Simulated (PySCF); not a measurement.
C₂H₄ClNOSi, SMILES C1N=C[Si@@]1(O)Cl.

Geometry optimised at B3LYP-D3(BJ)/def2-SVP. The structure was generated by enumeration; whether it is a known compound was not checked. Other conformers were not sampled.

Computed with PySCF with TDA-PBE/def2-SVPD.

Vertical excitations. Gas-phase values at a fixed geometry.

Computed lowest excited states:
```
state  energy (eV)  λ (nm)      f                                            main pairs
-----  -----------  ------  -----  ----------------------------------------------------
S1            4.13     300  0.003                                        HOMO→LUMO 99 %
S2            5.13     242  0.001                                      HOMO−1→LUMO 99 %
S3            5.46     227  0.069                                      HOMO→LUMO+1 86 %
S4            5.74     216  0.023                    HOMO−3→LUMO 51 %, HOMO−2→LUMO 33 %
S5            5.87     211  0.005  HOMO−4→LUMO 49 %, HOMO−3→LUMO 35 %, HOMO−2→LUMO 14 %
S6            6.24     199  0.064                                      HOMO→LUMO+2 82 %
S7            6.41     193  0.019                                      HOMO→LUMO+3 93 %
S8            6.63     187  0.011                  HOMO−1→LUMO+1 70 %, HOMO→LUMO+4 16 %
S9            6.64     187  0.006                  HOMO→LUMO+4 78 %, HOMO−1→LUMO+1 14 %
S10           6.80     182  0.004                                      HOMO−5→LUMO 96 %
T1            3.23     384      0                                       HOMO→LUMO 100 %
T2            4.61     269      0                    HOMO−2→LUMO 76 %, HOMO−4→LUMO 13 %
T3            4.82     257      0                                      HOMO−1→LUMO 99 %
T4            5.14     241      0                                      HOMO→LUMO+1 99 %
```
Triplets are in the Tamm–Dancoff approximation.
